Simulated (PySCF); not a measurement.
## A small calculation by hand: refractive index and permittivity of the vapour

C3H11BSi, SMILES [SiH3]CB(C)C.

Geometry: PBE0-D3(BJ)/def2-SVP. The structure was generated by enumeration, and PubChem lists no compound with its InChIKey, so it may never have been made. One conformer was computed; it need not be the lowest.

M06-2X/def2-TZVP in PySCF gives a mean static polarisability of 77.3 bohr³ and a dipole moment of 0.61 D. Take an ideal gas at 298.15 K and 0.1 bar, whether or not the substance is that volatile.

**Question.** Work out n − 1 in the optical limit and the static ε − 1.

**Answer.** 
Polarisability volume α' = 77.3 × 0.148185 = 11.45 Å³. Number density N = p/kT = 2.43e-6 Å⁻³.
Dilute limit of Lorentz–Lorenz: n − 1 = 2π N α' = 0.00017.
Orientation term of Debye: μ²/(3kT) = 8.098 Å³ × μ²(D²) = 3.01 Å³.
ε − 1 = 4π N (α' + μ²/3kT) = 0.00044. Orientation of the dipole supplies 21 % of the static response; it can't follow optical fields. Vibrational polarisation and dispersion are left out.
